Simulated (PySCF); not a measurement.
## Radial density of Co (cobalt, neutral)

BHandHLYP, [Ar] 3d6 4s2 4p1, one real determinant (an excited configuration). Computed with PySCF 2.14 in aug-cc-pVQZ, with no relativity, point nucleus.

```json
{"r (bohr)": "0.000956", "4πr²ρ (e/bohr)": "0.1459", "4πr²(ρα − ρβ)": "0.0000"}
{"r (bohr)": "0.00161", "4πr²ρ (e/bohr)": "0.3986", "4πr²(ρα − ρβ)": "0.0000"}
{"r (bohr)": "0.00271", "4πr²ρ (e/bohr)": "1.063", "4πr²(ρα − ρβ)": "0.0000"}
{"r (bohr)": "0.00455", "4πr²ρ (e/bohr)": "2.722", "4πr²(ρα − ρβ)": "0.0001"}
{"r (bohr)": "0.00766", "4πr²ρ (e/bohr)": "6.516", "4πr²(ρα − ρβ)": "0.0003"}
{"r (bohr)": "0.0129", "4πr²ρ (e/bohr)": "13.92", "4πr²(ρα − ρβ)": "0.0006"}
{"r (bohr)": "0.0217", "4πr²ρ (e/bohr)": "24.64", "4πr²(ρα − ρβ)": "0.0013"}
{"r (bohr)": "0.0364", "4πr²ρ (e/bohr)": "32.26", "4πr²(ρα − ρβ)": "0.0032"}
{"r (bohr)": "0.0613", "4πr²ρ (e/bohr)": "28.59", "4πr²(ρα − ρβ)": "0.0116"}
{"r (bohr)": "0.103", "4πr²ρ (e/bohr)": "26.66", "4πr²(ρα − ρβ)": "0.0562"}
{"r (bohr)": "0.173", "4πr²ρ (e/bohr)": "36.49", "4πr²(ρα − ρβ)": "0.3046"}
{"r (bohr)": "0.292", "4πr²ρ (e/bohr)": "22.92", "4πr²(ρα − ρβ)": "1.4294"}
{"r (bohr)": "0.490", "4πr²ρ (e/bohr)": "15.51", "4πr²(ρα − ρβ)": "3.7339"}
{"r (bohr)": "0.825", "4πr²ρ (e/bohr)": "15.89", "4πr²(ρα − ρβ)": "3.8195"}
{"r (bohr)": "1.39", "4πr²ρ (e/bohr)": "4.293", "4πr²(ρα − ρβ)": "1.4531"}
{"r (bohr)": "2.33", "4πr²ρ (e/bohr)": "1.478", "4πr²(ρα − ρβ)": "0.4670"}
{"r (bohr)": "3.93", "4πr²ρ (e/bohr)": "0.5182", "4πr²(ρα − ρβ)": "0.2140"}
{"r (bohr)": "6.60", "4πr²ρ (e/bohr)": "0.04401", "4πr²(ρα − ρβ)": "0.0302"}
{"r (bohr)": "11.1", "4πr²ρ (e/bohr)": "0.0004729", "4πr²(ρα − ρβ)": "0.0005"}
```

⟨L²⟩ = 8.04 against 12 for a pure F term, so this real determinant mixes terms.
